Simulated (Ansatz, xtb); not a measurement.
## C6H6S: which of two isomers lies lower

Structure I: `C#C/C(C=C)=C\S`, a singlet. Structure II: `C#C/C=C\C=C\S`, a singlet. Both are isolated molecules in the gas phase, relaxed with r2SCAN-D4/def2-SVP; the shapes shown needn't be the lowest conformers.

I (Å):

```yaml
atoms:
  - { symbol: C, position_ang: [-0.3586, -0.2931, 3.1886] }
  - { symbol: C, position_ang: [-0.3869, 0.2182, 2.0815] }
  - { symbol: C, position_ang: [-0.4150, 0.8264, 0.7931] }
  - { symbol: C, position_ang: [-0.9138, 0.0632, -0.3526] }
  - { symbol: C, position_ang: [-1.3658, -1.2024, -0.3124] }
  - { symbol: C, position_ang: [0.0200, 2.1152, 0.6199] }
  - { symbol: S, position_ang: [0.6466, 3.2058, 1.8114] }
  - { symbol: H, position_ang: [-0.3387, -0.7542, 4.1589] }
  - { symbol: H, position_ang: [-0.9015, 0.6047, -1.3066] }
  - { symbol: H, position_ang: [-1.7214, -1.6993, -1.2182] }
  - { symbol: H, position_ang: [-1.3904, -1.7686, 0.6236] }
  - { symbol: H, position_ang: [-0.0140, 2.5550, -0.3827] }
  - { symbol: H, position_ang: [0.5379, 2.3495, 2.8584] }
```

II (Å):

```yaml
atoms:
  - { symbol: C, position_ang: [-1.4757, -1.9186, 2.6481] }
  - { symbol: C, position_ang: [-1.7830, -1.1131, 1.7832] }
  - { symbol: C, position_ang: [-2.1673, -0.1940, 0.7801] }
  - { symbol: C, position_ang: [-1.3670, 0.7944, 0.2814] }
  - { symbol: C, position_ang: [-0.0166, 1.0530, 0.6964] }
  - { symbol: C, position_ang: [0.7352, 2.0511, 0.1660] }
  - { symbol: S, position_ang: [2.3746, 2.4848, 0.5630] }
  - { symbol: H, position_ang: [-1.2069, -2.6276, 3.4086] }
  - { symbol: H, position_ang: [-3.1849, -0.2962, 0.3850] }
  - { symbol: H, position_ang: [-1.7858, 1.4430, -0.4969] }
  - { symbol: H, position_ang: [0.4012, 0.4027, 1.4757] }
  - { symbol: H, position_ang: [0.3194, 2.7022, -0.6131] }
  - { symbol: H, position_ang: [2.5732, 1.5342, 1.5054] }
```

Energies in hartree; the thermal terms are from GFN2-xTB frequencies at re-optimised GFN2-xTB minima (ideal gas, soft modes damped towards free rotors, one conformer each, 298.15 K, 1 atm) and include the zero-point energy:

```
                              I           II
E, CCSD(T)/def2-SVP  −628.835324  −628.834984
    E, MP2/def2-SVP  −628.738162  −628.737122
  E, MP2/def2-TZVPP  −629.340167  −629.337976
  zero-point energy     0.090936     0.091163
       H(298 K) − E     0.100218     0.100377
       G(298 K) − E     0.058137     0.058074
```

Q: Correct the CCSD(T) difference for the basis set by the MP2 change, then work out ΔE, ΔE₀, ΔH and ΔG for I → II in kJ/mol (1 Eh = 2625.50 kJ/mol) and the equilibrium ratio [II]/[I].

A: 1. Differences II − I: CCSD(T) +0.000340, MP2 in the small set +0.001040, MP2 in the large set +0.002191 Eh.
2. ΔE = +0.000340 + (+0.002191 − (+0.001040)) = +0.001491 Eh = +3.91 kJ/mol.
3. ΔE₀ = ΔE + ΔZPE = +0.001491 + (+0.000227) Eh = +4.51 kJ/mol.
4. ΔH = ΔE + (+0.000159) Eh = +4.33 kJ/mol.
5. ΔG = ΔE + (−0.000063) Eh = +3.75 kJ/mol, so ΔS = (ΔH − ΔG)/T = +2.0 J/(mol K).
6. kT = 0.9442 mEh, so K = [II]/[I] = exp(−ΔG/kT) = exp(−1.51) ≈ 0.22.

The two are too close for this level to say which is favoured. An error of 4 kJ/mol in ΔG would change K by a factor of 5. Mirror images and further conformers aren't counted.

As drawn, both hold the same kinds of bond in the same numbers.

Other levels gave ΔE = −7.1 (GFN2-xTB); −6.2 (HF/STO-3G, GFN2-xTB geometries); −6.0 (r2SCAN-D4/def2-SVP//GFN2-xTB); −5.7 (r2SCAN-D4/def2-SVP); −7.0 (HF/def2-SVP); +2.7 (MP2/def2-SVP); +0.9 (CCSD(T)/def2-SVP) kJ/mol. The correlated steps freeze 11 core orbitals. Programs: Ansatz 0.2.0, xtb 6.7.1.
